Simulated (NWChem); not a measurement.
Species: InP2H5; SMILES [InH]([PH2])[PH2]

```xyz
8

In    -0.4969    -0.0166     0.0000
H     -2.2263    -0.1503     0.0000
P      0.7765    -0.0852    -2.1698
H     -0.0873     0.8618    -2.8030
H      1.7279     0.8990    -1.7600
P      0.7765    -0.0852     2.1698
H      1.7279     0.8990     1.7600
H     -0.0873     0.8618     2.8030
```
Atoms are numbered in this order, from 1.

Computed with NWChem. All runs use the structure optimised with PBE0/def2-SVP (def2 core potentials past Kr).

Q: Estimate the computed values for PBE0/STO-3G (all-electron, non-relativistic). Quantities: highest occupied level (eV); orbital gap (eV); dipole (D).

A: 
- highest occupied level (eV): -3.50
- orbital gap (eV): 5.45
- dipole (D): 1.06
